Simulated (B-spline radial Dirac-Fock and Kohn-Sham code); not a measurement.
**Binding energies of La¹¹⁺ at several levels of theory**

System: La¹¹⁺, [Kr] 4d10.

The density-functional columns are spherical, spin-unpolarised Dirac-Kohn-Sham results without Breit or QED terms: −ε is minus the orbital energy of the initial state and ΔSCF the difference of two total energies. The reference in the last column comes from Dirac-Fock energy differences between relaxed states, corrected for Breit and QED terms. All numbers are from a radial B-spline solver, in eV; a selection of levels is shown. For the 1s level of heavy atoms much of the gap between ΔSCF and the reference is the Breit and QED part, -147.3 eV here; for other levels the error of the functional can be larger.

```
level   LDA −ε  LDA ΔSCF  Dirac-Fock
    K  38846.8   39249.7     39113.6
   L1   6324.1    6402.8      6459.0
   L2   5977.4    6074.3      6079.3
   L3   5564.6    5654.5      5671.2
   M1   1482.6    1513.0      1552.4
   M2   1335.9    1367.5      1392.6
   M3   1255.4    1285.8      1311.4
   M4    997.5    1031.1      1034.7
   M5    980.2    1013.4      1017.9
   N1    427.1     443.0       459.4
   N2    372.7     388.3       398.5
   N3    355.1     370.2       380.8
   N4    265.2     279.6       278.5
   N5    262.0     276.3       275.4
```

For the outermost level NIST gives 275 ± 2.5 eV (theoretical); the differences from it are LDA −ε -12.97, LDA ΔSCF +1.32, Dirac-Fock +0.37 eV.

Values without a named source are computed, but for edge energies of neutral atoms, which are taken from tables.
